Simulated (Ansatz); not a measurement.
Frontier orbitals of C4H2F4 (`FCC#CC(F)(F)F`).

```xyz
10

F    -1.736   -1.921    1.240
C    -1.226   -1.674   -0.013
C    -0.368   -0.503   -0.007
C     0.344    0.461   -0.019
C     1.211    1.636   -0.035
F     2.275    1.467    0.753
F     0.564    2.724    0.389
F     1.655    1.883   -1.270
H    -0.658   -2.552   -0.335
H    -2.061   -1.521   -0.703
```

Total charge 0; spin multiplicity 1. All single points use the PBE0-D4/def2-TZVP geometry. Basis def2-TZVPP, Ansatz 0.2.0.

```json
{"functional": "B97M-V", "HOMO (eV)": "-7.90", "LUMO (eV)": "-1.51"}
```

Question: Give HOMO and LUMO (eV) with LDA (SPW92), PBE, revPBE, BLYP, r2SCAN, PBE0, B3LYP, r2SCANh, r2SCAN0, HSE06 (plane-wave form), BHLYP, CAM-B3LYP, LC-ωPBE, ωB97X-V, ωB97M-V, HF. (Best estimate.)

Answer: Ansatz gave: 
| functional | HOMO | LUMO |
| --- | --- | --- |
| LDA (SPW92) | -7.80 | -2.19 |
| PBE | -7.60 | -1.87 |
| revPBE | -7.52 | -1.74 |
| BLYP | -7.48 | -1.74 |
| r2SCAN | -7.88 | -1.63 |
| PBE0 | -8.96 | -0.85 |
| B3LYP | -8.74 | -1.10 |
| r2SCANh | -8.39 | -1.27 |
| r2SCAN0 | -9.15 | -0.72 |
| HSE06 (plane-wave form) | -8.56 | -1.24 |
| BHLYP | -10.19 | 0.26 |
| CAM-B3LYP | -10.38 | 0.27 |
| LC-ωPBE | -11.77 | 1.51 |
| ωB97X-V | -11.36 | 1.44 |
| ωB97M-V | -11.23 | 1.30 |
| HF | -11.96 | 3.10 |

B3LYP here is the variant with VWN-RPA as its local correlation; programs differ in this. LC-ωPBE has ω = 0.4 bohr⁻¹. Positive LUMOs are unbound and depend on the basis.
